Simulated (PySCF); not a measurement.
**[La(H2O)3]3+ at several levels of theory**

Computed with PySCF 2.14.0 (density fitting, no spin-orbit coupling) at the geometry relaxed with r2SCAN:

```xyz
10
[La(H2O)3]3+ (singlet)
La    0.0000    0.0000    0.0000
O     2.4155    0.0000    0.0000
H     3.0337   -0.7554    0.1536
H     3.0337    0.7554   -0.1536
O    -1.2078    2.0919    0.0000
H    -0.8626    3.0050    0.1536
H    -2.1711    2.2495   -0.1536
O    -1.2078   -2.0919    0.0000
H    -2.1711   -2.2496    0.1536
H    -0.8626   -3.0050   -0.1536
```

| level | basis | state | HOMO (eV) | gap (eV) | charge on La1 (e) | population of f-type functions on La1 (polarisation alone where 4f lies in the core) | dipole about the centre of mass (D) | largest force component (eV/Å) |
| --- | --- | --- | --- | --- | --- | --- | --- | --- |
| r2SCAN | La lcecp-1-SVP with ECP46, O def2-SVP, H def2-SVP | singlet | -23.07 | 6.28 | 2.07 | 0.04 | 0.00 | 0.06 |
| PBE | the same | singlet | -22.65 | 5.42 | 1.95 | 0.05 | 0.00 | 0.50 |
| TPSSh | the same | singlet | -23.47 | 6.77 | 2.06 | 0.05 | 0.00 | 0.17 |
| PBE0 | the same | singlet | -24.49 | 8.08 | 2.09 | 0.05 | 0.00 | 0.12 |
| r2SCAN | La lcecp-1-TZVP with ECP46, O def2-TZVP, H def2-TZVP | singlet | -23.11 | 6.36 | 2.29 | 0.07 | 0.00 | 0.27 |
| r2SCAN | La x2c-SVPall, O x2c-SVPall, H x2c-SVPall | singlet | -23.13 | 6.14 | 2.05 | 0.11 | 0.00 | 0.36 |

In the lcecp rows the 4f levels are missing from HOMO and gap, and the state counts the valence alone.

Charges are Mulliken's, which hang on the basis. The relaxation used the grid (50, 194), these runs (75, 302) or, all-electron (x2c bases, spin-free X2C Hamiltonian), (99, 590).

Problem. What does B3LYP with La lcecp-1-SVP with ECP46, O def2-SVP, H def2-SVP give here?

Solution. state singlet, HOMO (eV) -24.16, gap (eV) 7.42, charge on La1 (e) 2.05, population of f-type functions on La1 (polarisation alone where 4f lies in the core) 0.05, dipole about the centre of mass (D) 0.00, largest force component (eV/Å) 0.05. Time: 11 s on 2 threads of AMD EPYC 7R43 64-Core Processor (Zen 3), on a shared host, from an already converged density.

In the first row's basis the gap widens with exact exchange: 5.4 to 6.3 eV for PBE, r2SCAN (none); 6.8 to 8.1 eV for TPSSh, B3LYP, PBE0 (a fixed share).

No frequency check is given that shows the relaxed geometry to be a minimum.
